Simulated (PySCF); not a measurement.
PySCF input for InF3, SMILES [F][In]([F])[F], PBE0-D3(BJ)/def2-SVP. 

```python
import numpy as np
from pyscf import gto, scf, dft
from pyscf.geomopt import geometric_solver

mol = gto.M(
    atom='''
    In   -0.00000000   -0.00000000   -0.00000000
    F    -1.96374090   -0.00000000   -0.00000000
    F     0.98187044    1.70064951   -0.00000000
    F     0.98187045   -1.70064951    0.00000000
    ''',
    basis='def2-SVP',
    ecp={'In': 'def2-svp'},
    charge=0,
    spin=0,
    max_memory=1600,
    verbose=3,
)
mf = dft.RKS(mol, xc='pbe0').density_fit(auxbasis='def2-universal-jkfit')
mf.disp = 'd3bj'
mf.grids.level = 3
mf.conv_tol = 1e-9
mf.max_cycle = 100
mf.kernel()
conv, mol_eq = geometric_solver.kernel(mf, convergence_set='GAU_TIGHT', maxsteps=100)
print(mol_eq.tostring(format='xyz'))
mf.reset(mol_eq)
mf.kernel()
```

It prints:

```
converged SCF energy = -489.192654365572
[banner and settings of the optimiser left out]
Geometry optimization cycle 1
Cartesian coordinates (Angstrom)
 Atom        New coordinates             dX        dY        dZ
  In   0.000000   0.000000   0.000000    0.000000  0.000000  0.000000
   F  -1.963741   0.000000   0.000000    0.000000  0.000000  0.000000
   F   0.981870   1.700650   0.000000    0.000000  0.000000  0.000000
   F   0.981870  -1.700650   0.000000    0.000000  0.000000  0.000000

WARN: Mole.unit (angstrom) is changed to Bohr

converged SCF energy = -489.192654365856
--------------- DFRKS_Scanner gradients ---------------
         x                y                z
0 In     0.0000046269     0.0000000017    -0.0000000000
1 F    -0.0133038552     0.0000000001     0.0000000000
2 F     0.0069007954     0.0116372966     0.0000000000
3 F     0.0069007965    -0.0116372983    -0.0000000000
----------------------------------------------
cycle 1: E = -489.192654366  dE = -489.193  norm(grad) = 0.0233042
Step    0 : Gradient = 1.165e-02/1.353e-02 (rms/max) Energy = -489.1926543659
Hessian Eigenvalues: 4.50000e-02 5.00000e-02 5.00000e-02 ... 1.65330e-01 2.50000e-01 2.50000e-01

Geometry optimization cycle 2
Cartesian coordinates (Angstrom)
 Atom        New coordinates             dX        dY        dZ
  In  -0.004986  -0.000174   0.000000   -0.004986 -0.000174  0.000000
   F  -1.925743   0.000290  -0.000000    0.037998  0.000290 -0.000000
   F   0.954530   1.663613  -0.000000   -0.027341 -0.037036 -0.000000
   F   0.954932  -1.663730   0.000000   -0.026938  0.036920  0.000000
converged SCF energy = -489.193483872388
--------------- DFRKS_Scanner gradients ---------------
         x                y                z
0 In     0.0000646771    -0.0000015005     0.0000000000
1 F     0.0074011325     0.0000054580    -0.0000000000
2 F    -0.0034344064    -0.0063174667    -0.0000000000
3 F    -0.0034254341     0.0063149278     0.0000000000
----------------------------------------------
cycle 2: E = -489.193483872  dE = -0.000829507  norm(grad) = 0.0125737
Step    1 : Displace = 3.730e-02/4.332e-02 (rms/max) Trust = 1.000e-01 (=) Grad = 6.287e-03/7.401e-03 (rms/max) E (change) = -489.1934838724 (-8.295e-04) Quality = 0.504
Hessian Eigenvalues: 4.50000e-02 4.98354e-02 5.00000e-02 ... 2.49666e-01 2.50000e-01 2.55238e-01

Geometry optimization cycle 3
Cartesian coordinates (Angstrom)
 Atom        New coordinates             dX        dY        dZ
  In  -0.008974  -0.000271  -0.000000   -0.003988 -0.000097 -0.000000
   F  -1.944744   0.000426   0.000000   -0.019001  0.000136  0.000000
   F   0.957571   1.676829  -0.000000    0.003041  0.013216  0.000000
   F   0.958143  -1.677024  -0.000000    0.003211 -0.013294 -0.000000
converged SCF energy = -489.193775431213
--------------- DFRKS_Scanner gradients ---------------
         x                y                z
0 In     0.0000623928    -0.0000134833    -0.0000000000
1 F    -0.0003428369     0.0000106321    -0.0000000000
2 F     0.0004197993     0.0004130630    -0.0000000000
3 F     0.0004310266    -0.0004083363    -0.0000000000
----------------------------------------------
cycle 3: E = -489.193775431  dE = -0.000291559  norm(grad) = 0.000906146
Step    2 : Displace = 1.302e-02/1.520e-02 (rms/max) Trust = 1.000e-01 (=) Grad = 4.531e-04/5.937e-04 (rms/max) E (change) = -489.1937754312 (-2.916e-04) Quality = 0.936
Hessian Eigenvalues: 4.50000e-02 4.91070e-02 5.00000e-02 ... 2.49865e-01 2.49998e-01 2.74372e-01

Geometry optimization cycle 4
Cartesian coordinates (Angstrom)
 Atom        New coordinates             dX        dY        dZ
  In  -0.014656  -0.000341   0.000000   -0.005682 -0.000071  0.000000
   F  -1.949587   0.000507   0.000000   -0.004843  0.000081  0.000000
   F   0.950993   1.676272   0.000000   -0.006578 -0.000558  0.000000
   F   0.951643  -1.676553   0.000000   -0.006500  0.000470  0.000000
converged SCF energy = -489.193776611735
--------------- DFRKS_Scanner gradients ---------------
         x                y                z
0 In     0.0000811485    -0.0000167280    -0.0000000000
1 F     0.0000823891     0.0000123604     0.0000000000
2 F     0.0001987413     0.0000462811     0.0000000000
3 F     0.0002113167    -0.0000398187    -0.0000000000
----------------------------------------------
cycle 4: E = -489.193776612  dE = -1.18052e-06  norm(grad) = 0.000318882
Step    3 : Displace = 7.946e-04/1.061e-03 (rms/max) Trust = 1.414e-01 (+) Grad = 1.594e-04/2.150e-04 (rms/max) E (change) = -489.1937766117 (-1.181e-06) Quality = 0.267
Hessian Eigenvalues: 6.85542e-03 4.50000e-02 5.00000e-02 ... 2.48665e-01 2.50011e-01 4.62065e-01

Geometry optimization cycle 5
Cartesian coordinates (Angstrom)
 Atom        New coordinates             dX        dY        dZ
  In  -0.058176  -0.000686   0.000000   -0.043520 -0.000344  0.000000
   F  -1.990376   0.000803   0.000000   -0.040789  0.000296  0.000000
[...]
0 In     0.0002583659     0.0000479540    -0.0000000000
1 F     0.0001217852    -0.0000332110     0.0000000000
2 F     0.0001161985     0.0000217791     0.0000000000
3 F     0.0000856795    -0.0000483400     0.0000000000
----------------------------------------------
cycle 95: E = -489.193777948  dE = 8.85279e-10  norm(grad) = 0.000329608
Step   94 : Displace = 4.229e-06/5.432e-06 (rms/max) Trust = 4.000e-06 (=) Grad = 1.648e-04/2.628e-04 (rms/max) E (change) = -489.1937779478 (+8.853e-10) Quality = -0.046
Hessian Eigenvalues: 2.78895e-05 4.50000e-02 4.90709e-02 ... 2.34607e-01 3.21914e-01 8.00000e-01

Geometry optimization cycle 96
Cartesian coordinates (Angstrom)
 Atom        New coordinates             dX        dY        dZ
  In  -0.224331   0.000432   0.000000   -0.000019 -0.000001  0.000000
   F  -2.159313  -0.001115   0.000000   -0.000018  0.000002 -0.000000
   F   0.738631   1.678280   0.000000   -0.000014 -0.000004 -0.000000
   F   0.735742  -1.679153   0.000000   -0.000011  0.000004  0.000000
converged SCF energy = -489.193777947143
--------------- DFRKS_Scanner gradients ---------------
         x                y                z
0 In     0.0002573354     0.0000476619    -0.0000000000
1 F     0.0001225751    -0.0000331379     0.0000000000
2 F     0.0001163335     0.0000216928     0.0000000000
3 F     0.0000857776    -0.0000480236     0.0000000000
----------------------------------------------
cycle 96: E = -489.193777947  dE = 6.95195e-10  norm(grad) = 0.000329065
Step   95 : Displace = 4.228e-06/5.431e-06 (rms/max) Trust = 4.000e-06 (=) Grad = 1.645e-04/2.617e-04 (rms/max) E (change) = -489.1937779471 (+6.952e-10) Quality = -0.036
Hessian Eigenvalues: 2.75111e-05 4.50000e-02 4.82603e-02 ... 2.47260e-01 3.24151e-01 7.83872e-01

Geometry optimization cycle 97
Cartesian coordinates (Angstrom)
 Atom        New coordinates             dX        dY        dZ
  In  -0.224350   0.000431   0.000000   -0.000019 -0.000001  0.000000
   F  -2.159331  -0.001113   0.000000   -0.000019  0.000002 -0.000000
   F   0.738617   1.678276   0.000000   -0.000015 -0.000004 -0.000000
   F   0.735731  -1.679149   0.000000   -0.000012  0.000004 -0.000000
converged SCF energy = -489.193777946346
--------------- DFRKS_Scanner gradients ---------------
         x                y                z
0 In     0.0002571901     0.0000476438    -0.0000000000
1 F     0.0001227258    -0.0000330952     0.0000000000
2 F     0.0001162927     0.0000214416     0.0000000000
3 F     0.0000858054    -0.0000477858     0.0000000000
----------------------------------------------
cycle 97: E = -489.193777946  dE = 7.96945e-10  norm(grad) = 0.000328943
Step   96 : Displace = 4.261e-06/5.473e-06 (rms/max) Trust = 4.000e-06 (=) Grad = 1.645e-04/2.616e-04 (rms/max) E (change) = -489.1937779463 (+7.969e-10) Quality = -0.041
Hessian Eigenvalues: 2.75111e-05 4.50000e-02 4.82603e-02 ... 2.47260e-01 3.24151e-01 7.83872e-01

Geometry optimization cycle 98
Cartesian coordinates (Angstrom)
 Atom        New coordinates             dX        dY        dZ
  In  -0.224370   0.000431   0.000000   -0.000019 -0.000001  0.000000
   F  -2.159350  -0.001111   0.000000   -0.000019  0.000002 -0.000000
   F   0.738602   1.678272   0.000000   -0.000015 -0.000004 -0.000000
   F   0.735719  -1.679145   0.000000   -0.000012  0.000004 -0.000000
converged SCF energy = -489.193777945512
--------------- DFRKS_Scanner gradients ---------------
         x                y                z
0 In     0.0002561888     0.0000473431    -0.0000000000
1 F     0.0001233433    -0.0000330208     0.0000000000
2 F     0.0001165006     0.0000214887     0.0000000000
3 F     0.0000859736    -0.0000475954     0.0000000000
----------------------------------------------
cycle 98: E = -489.193777946  dE = 8.3412e-10  norm(grad) = 0.000328434
Step   97 : Displace = 4.261e-06/5.473e-06 (rms/max) Trust = 4.000e-06 (=) Grad = 1.642e-04/2.605e-04 (rms/max) E (change) = -489.1937779455 (+8.341e-10) Quality = -0.043
Hessian Eigenvalues: 2.75111e-05 4.50000e-02 4.82603e-02 ... 2.47260e-01 3.24151e-01 7.83872e-01

Geometry optimization cycle 99
Cartesian coordinates (Angstrom)
 Atom        New coordinates             dX        dY        dZ
  In  -0.224389   0.000430   0.000000   -0.000019 -0.000001  0.000000
   F  -2.159369  -0.001109   0.000000   -0.000019  0.000002 -0.000000
   F   0.738588   1.678268   0.000000   -0.000015 -0.000004 -0.000000
   F   0.735707  -1.679141   0.000000   -0.000012  0.000004 -0.000000
converged SCF energy = -489.193777944757
--------------- DFRKS_Scanner gradients ---------------
         x                y                z
0 In     0.0002565816     0.0000475023    -0.0000000000
1 F     0.0001231961    -0.0000329972     0.0000000000
2 F     0.0001163050     0.0000210511     0.0000000000
3 F     0.0000859158    -0.0000473293     0.0000000000
----------------------------------------------
cycle 99: E = -489.193777945  dE = 7.55676e-10  norm(grad) = 0.000328555
Step   98 : Displace = 4.261e-06/5.474e-06 (rms/max) Trust = 4.000e-06 (=) Grad = 1.643e-04/2.609e-04 (rms/max) E (change) = -489.1937779448 (+7.557e-10) Quality = -0.039
Hessian Eigenvalues: 2.75111e-05 4.50000e-02 4.82603e-02 ... 2.47260e-01 3.24151e-01 7.83872e-01

Geometry optimization cycle 100
Cartesian coordinates (Angstrom)
 Atom        New coordinates             dX        dY        dZ
  In  -0.224408   0.000429   0.000000   -0.000019 -0.000001  0.000000
   F  -2.159387  -0.001107   0.000000   -0.000019  0.000002 -0.000000
   F   0.738573   1.678265   0.000000   -0.000015 -0.000004 -0.000000
   F   0.735696  -1.679137   0.000000   -0.000012  0.000004 -0.000000
converged SCF energy = -489.19377794396
--------------- DFRKS_Scanner gradients ---------------
         x                y                z
0 In     0.0002564147     0.0000474751    -0.0000000000
1 F     0.0001233391    -0.0000329533     0.0000000000
2 F     0.0001162803     0.0000208253     0.0000000000
3 F     0.0000859566    -0.0000471090     0.0000000000
----------------------------------------------
cycle 100: E = -489.193777944  dE = 7.96376e-10  norm(grad) = 0.000328426
Step   99 : Displace = 4.261e-06/5.473e-06 (rms/max) Trust = 4.000e-06 (=) Grad = 1.642e-04/2.608e-04 (rms/max) E (change) = -489.1937779440 (+7.964e-10) Quality = -0.041
Hessian Eigenvalues: 2.75111e-05 4.50000e-02 4.82603e-02 ... 2.47260e-01 3.24151e-01 7.83872e-01

Geometry optimization cycle 101
Cartesian coordinates (Angstrom)
 Atom        New coordinates             dX        dY        dZ
  In  -0.224428   0.000428   0.000000   -0.000019 -0.000001  0.000000
   F  -2.159406  -0.001105   0.000000   -0.000019  0.000002 -0.000000
   F   0.738558   1.678261   0.000000   -0.000015 -0.000004 -0.000000
   F   0.735684  -1.679133   0.000000   -0.000012  0.000004 -0.000000
converged SCF energy = -489.193777943131
--------------- DFRKS_Scanner gradients ---------------
         x                y                z
0 In     0.0002555632     0.0000472311    -0.0000000000
1 F     0.0001239300    -0.0000328849     0.0000000000
2 F     0.0001164153     0.0000207686    -0.0000000000
3 F     0.0000860744    -0.0000468655     0.0000000000
----------------------------------------------
cycle 101: E = -489.193777943  dE = 8.28948e-10  norm(grad) = 0.000327982
Step  100 : Displace = 4.260e-06/5.472e-06 (rms/max) Trust = 4.000e-06 (=) Grad = 1.640e-04/2.599e-04 (rms/max) E (change) = -489.1937779431 (+8.289e-10) Quality = -0.042
Hessian Eigenvalues: 2.75111e-05 4.50000e-02 4.82603e-02 ... 2.47260e-01 3.24151e-01 7.83872e-01
Maximum iterations reached (100); increase --maxiter for more
Geometry optimization failed to converge in 100 iterations
4
XYZ from PySCF
In         -0.22442778        0.00042815        0.00000000
F          -2.15940625       -0.00110517        0.00000000
F           0.73855818        1.67826098        0.00000000
F           0.73568398       -1.67913323        0.00000000
converged SCF energy = -489.19377794316
```

Convergence was not reached.
